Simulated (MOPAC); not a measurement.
MOPAC input (AM1):

```
AM1 FORCE THERMO(298,298) PRECISE LET CHARGE=1 GEO-OK AUX(PRECISION=9) THREADS=1
H3BN

B     0.75253754 1   -0.09162319 1   -0.01465086 1
N    -0.51590510 1    0.06281265 1    0.01004395 1
H     1.92835639 1   -0.23478197 1   -0.03754242 1
H    -0.94609718 1    0.96107351 1    0.12742432 1
H    -1.15317030 1   -0.70548277 1   -0.08655451 1
```

From the last part of the output:

```
     H    5   0.708458   5.661885   0.075638   0.701638   6.402395

          HEAT OF FORMATION =     167.594167 KCALS/MOLE

          ZERO POINT ENERGY      23.623 KCAL/MOL

           NORMAL COORDINATE ANALYSIS (Total motion = 1 Angstrom)

   Root No.       1         2         3         4         5         6         7         8

                 1 B2      1 B1      2 B1      2 B2      1 A1      2 A1      3 A1      3 B2

                 664.7     731.7     864.1    1009.9    1538.1    1748.7    3233.1    3333.9

           1   -0.0000   -0.0000   -0.0000   -0.0000   -0.0615   -0.1851   -0.1002   -0.0000
           2   -0.0298   -0.0000   -0.0000   -0.0964   -0.0000    0.0000   -0.0000   -0.0012
           3    0.0000   -0.1075   -0.0168    0.0000    0.0000   -0.0000    0.0000    0.0000
           4   -0.0000    0.0000   -0.0000    0.0000    0.0001    0.1768    0.0138   -0.0000
           5   -0.0253    0.0000   -0.0000    0.0641    0.0000   -0.0000    0.0000   -0.0547
           6    0.0000    0.0656   -0.0539   -0.0000   -0.0000   -0.0000   -0.0000    0.0000
           7    0.0000    0.0000    0.0000    0.0000   -0.0790   -0.2672    0.8715   -0.0000
           8    0.3910    0.0000    0.0000    0.3337   -0.0000    0.0000   -0.0000   -0.0049
           9   -0.0000    0.5345    0.2433   -0.0000    0.0000   -0.0000   -0.0000    0.0000
          10    0.2393   -0.0000    0.0000   -0.2342    0.3687   -0.1020    0.0060   -0.2635
          11    0.1395   -0.0000    0.0000   -0.0955    0.2207   -0.1549   -0.0040    0.3887
          12    0.0000   -0.1462    0.3430   -0.0000   -0.0000    0.0000   -0.0000    0.0000
          13   -0.2393   -0.0000    0.0000    0.2342    0.3687   -0.1020    0.0060    0.2635
          14    0.1395   -0.0000    0.0000   -0.0955   -0.2207    0.1549    0.0040    0.3887
          15   -0.0000   -0.1462    0.3430    0.0000    0.0000   -0.0000   -0.0000   -0.0000

   Root No.       9

                 4 A1

                3400.2

           1    0.0020
           2   -0.0000
           3   -0.0000
           4    0.0336
           5    0.0000
           6    0.0000
           7    0.0023
           8   -0.0000
           9   -0.0000
          10   -0.2456
          11    0.4136
          12   -0.0000
          13   -0.2456
          14   -0.4136
          15    0.0000

           MASS-WEIGHTED COORDINATE ANALYSIS (NORMAL COORDINATES)

   Root No.       1         2         3         4         5         6         7         8

                 1 B2      1 B1      2 B1      2 B2      1 A1      2 A1      3 A1      3 B2

                 664.7     731.7     864.1    1009.9    1538.1    1748.7    3233.1    3333.9

           1   -0.0000   -0.0000   -0.0000   -0.0000   -0.3124   -0.6246   -0.3519   -0.0000
           2   -0.1710   -0.0000   -0.0000   -0.5015   -0.0000    0.0000   -0.0000   -0.0055
           3    0.0000   -0.4920   -0.0947    0.0000    0.0000   -0.0000    0.0000    0.0000
           4   -0.0000    0.0000   -0.0000    0.0000    0.0007    0.6790    0.0551   -0.0000
           5   -0.1652    0.0000   -0.0000    0.3798    0.0000   -0.0000    0.0000   -0.2934
           6    0.0000    0.3415   -0.3457   -0.0000   -0.0000   -0.0000   -0.0000    0.0000
           7    0.0000    0.0000    0.0000    0.0000   -0.1225   -0.2753    0.9343   -0.0000
           8    0.6862    0.0000    0.0000    0.5303   -0.0000    0.0000   -0.0000   -0.0070
           9   -0.0000    0.7469    0.4186   -0.0000    0.0000   -0.0000   -0.0000    0.0000
          10    0.4199   -0.0000    0.0000   -0.3721    0.5715   -0.1051    0.0065   -0.3793
          11    0.2449   -0.0000    0.0000   -0.1518    0.3421   -0.1596   -0.0043    0.5595
          12    0.0000   -0.2044    0.5900   -0.0000   -0.0000    0.0000   -0.0000    0.0000
          13   -0.4199   -0.0000    0.0000    0.3721    0.5715   -0.1051    0.0065    0.3793
          14    0.2449   -0.0000    0.0000   -0.1518   -0.3421    0.1596    0.0043    0.5595
          15   -0.0000   -0.2044    0.5900    0.0000    0.0000   -0.0000   -0.0000   -0.0000

   Root No.       9

                 4 A1

                3400.2

           1    0.0096
           2   -0.0000
           3   -0.0000
           4    0.1812
           5    0.0000
           6    0.0000
           7    0.0033
           8   -0.0000
           9   -0.0000
          10   -0.3550
          11    0.5979
          12   -0.0000
          13   -0.3550
          14   -0.5979
          15    0.0000

          DESCRIPTION OF VIBRATIONS

 VIBRATION          1    1B2         ATOM PAIR     ENERGY CONTRIBUTION    RADIAL
 FREQUENCY           664.72         N 2 -- H 4         +34.2% ( 92.1%)      4.2%
 TRANSITION DIPOLE   0.4835         N 2 -- H 5         +34.2% ( 92.1%)      4.2%
 TRAVEL (Ang.)       0.5340         B 1 -- H 3         +28.9% ( 84.7%)      0.0%
 REDUCED MASS        0.3557         B 1 -- N 2          +2.7% ( 25.7%)      0.0%
 EFFECTIVE MASS      1.7717
 FORCE CONSTANT      0.0926

 VIBRATION          2    1B1         ATOM PAIR     ENERGY CONTRIBUTION    RADIAL
 FREQUENCY           731.68         B 1 -- H 3         +70.4% ( 90.5%)      0.0%
 TRANSITION DIPOLE   0.8191         B 1 -- N 2         +11.6% ( 36.8%)      0.0%
 TRAVEL (Ang.)       0.2842         N 2 -- H 5          +9.0% ( 32.3%)      0.0%
 REDUCED MASS        1.1409         N 2 -- H 4          +9.0% ( 32.3%)      0.0%
 EFFECTIVE MASS      3.5840
 FORCE CONSTANT      0.3599

 VIBRATION          3    2B1         ATOM PAIR     ENERGY CONTRIBUTION    RADIAL
 FREQUENCY           864.08         N 2 -- H 4         +39.0% ( 50.9%)      0.0%
 TRANSITION DIPOLE   1.5702         N 2 -- H 5         +39.0% ( 50.9%)      0.0%
 TRAVEL (Ang.)       0.4048         B 1 -- H 3         +19.0% ( 35.6%)      0.0%
 REDUCED MASS        0.4761         B 1 -- N 2          +3.0% ( 14.2%)      0.0%
 EFFECTIVE MASS      1.8602
 FORCE CONSTANT      0.2095

 VIBRATION          4    2B2         ATOM PAIR     ENERGY CONTRIBUTION    RADIAL
 FREQUENCY          1009.87         B 1 -- H 3         +27.4% ( 60.9%)      0.0%
 TRANSITION DIPOLE   0.5538         N 2 -- H 4         +25.8% ( 59.1%)     14.7%
 TRAVEL (Ang.)       0.2455         N 2 -- H 5         +25.8% ( 59.1%)     14.7%
 REDUCED MASS        1.1077         B 1 -- N 2         +21.1% ( 53.4%)      0.0%
 EFFECTIVE MASS      4.8677
 FORCE CONSTANT      0.6656

 VIBRATION          5    1A1         ATOM PAIR     ENERGY CONTRIBUTION    RADIAL
 FREQUENCY          1538.13         N 2 -- H 4         +36.7% ( 51.6%)      0.1%
 TRANSITION DIPOLE   0.1537         N 2 -- H 5         +36.7% ( 51.6%)      0.1%
 TRAVEL (Ang.)       0.2961         B 1 -- N 2         +15.5% ( 33.5%)    100.0%
 REDUCED MASS        0.5001         B 1 -- H 3         +11.1% ( 28.4%)    100.0%
 EFFECTIVE MASS      2.0425
 FORCE CONSTANT      0.6970

 VIBRATION          6    2A1         ATOM PAIR     ENERGY CONTRIBUTION    RADIAL
 FREQUENCY          1748.70         B 1 -- N 2         +55.1% (101.6%)    100.0%
 TRANSITION DIPOLE   3.9446         N 2 -- H 4         +15.5% ( 53.8%)     12.8%
 TRAVEL (Ang.)       0.0912         N 2 -- H 5         +15.5% ( 53.8%)     12.8%
 REDUCED MASS        4.6311         B 1 -- H 3         +14.0% ( 51.2%)    100.0%
 EFFECTIVE MASS     11.7692
 FORCE CONSTANT      8.3437

 VIBRATION          7    3A1         ATOM PAIR     ENERGY CONTRIBUTION    RADIAL
 FREQUENCY          3233.11         B 1 -- H 3         +96.2% ( 99.7%)    100.0%
```

The dipole moment of an ion depends on the origin.
